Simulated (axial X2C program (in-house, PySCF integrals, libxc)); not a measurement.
AlSn: from the spin-free to the two-component result

Calculated with an in-house relativistic program for diatomic molecules. Spin-free means the one-electron spin-free X2C Hamiltonian; two-component (2c) means X2C with spin–orbit coupling and atomic mean-field two-electron Coulomb and Gaunt terms, so the difference of the two also holds small scalar two-electron terms. Basis: Sn dyall-cv3z [11s12p9d4f1g], Al dyall-v3z [8s8p2d1f] (cores contracted in-house); Gaussian nuclei, density fitting, unrestricted open shells. Masses: Sn 119.902 u, Al 26.982 u.

Spin-free state: M_S = 3/2, Λ = 0 (beyond evenly filled blocks: σα, π+α, π-α); fragments Sn + Al.

```
  level  Re (Å)  ωe (cm⁻¹)  De (eV)  μ (D)
   PBE0   2.659      264.1    2.241   0.80
     HF   2.736      237.2    1.360   1.79
   CCSD   2.686      261.9    1.923    n/a
CCSD(T)   2.682      265.0    2.047    n/a
```

Correlated methods: 7 electrons correlated (number of frozen shells: Sn 4 s, 3 p, 2 d; Al 2 s, 1 p), 231 virtual spin orbitals or spinors in MP2, 90 natural virtuals in coupled cluster.

Dipoles are positive if Al is the positive end.

Two-component determinant lowest at the distance of the search:

Ω = 3/2 (⟨Sz⟩ = 1.47, ⟨Lz⟩ = 0.03 at HF); fragments Sn + Al.

```csv
level,Re (Å),ωe (cm⁻¹),μ (D)
PBE0,2.660,262.3,0.78
HF,2.738,237.1,1.72
CCSD,2.690,259.1,n/a
CCSD(T),2.685,262.1,n/a
```

Problem. From the two tables, how do the constants change at the CCSD(T) level (2c against spin-free)?

Solution. At the CCSD(T) level Re increases by 0.003 Å and ωe decreases by 2.9 cm⁻¹.

Occupations by symmetry block were frozen at the best pattern of an incomplete PBE0 search. Dissociation energies refer to the lowest single-determinant-based atoms at the same level and basis. De is not given where an atomic determinant may have missed its ground term or J level, or where the truncated virtual space spoils (T). Density functionals use the spin component along the axis (collinear). Coupled cluster ran in a truncated set of natural virtual spinors; the MP2 energy of the rest was added. (T) has no such correction and the atoms are truncated less, which lowers De at CCSD(T) by a hundredth of an eV or more. Other states lie close and PBE0, whose exact exchange favours high spin, may order them wrongly; the determinant shown need not be the ground state. The nearest other spin-free determinant of the search, M_S = 1/2, Λ = 0, lies 0.29 eV up at the distance of the search. Without a current term, density functionals place determinants with orbital angular momentum somewhat too high. With several unpaired electrons one determinant need not be a pure state. This is the top spin component of a Σ state; components of lower Ω are not single determinants and can lie lower. With the outer-core shells frozen, correlated bond lengths of heavy atoms tend to come out a few hundredths of an ångström too long.
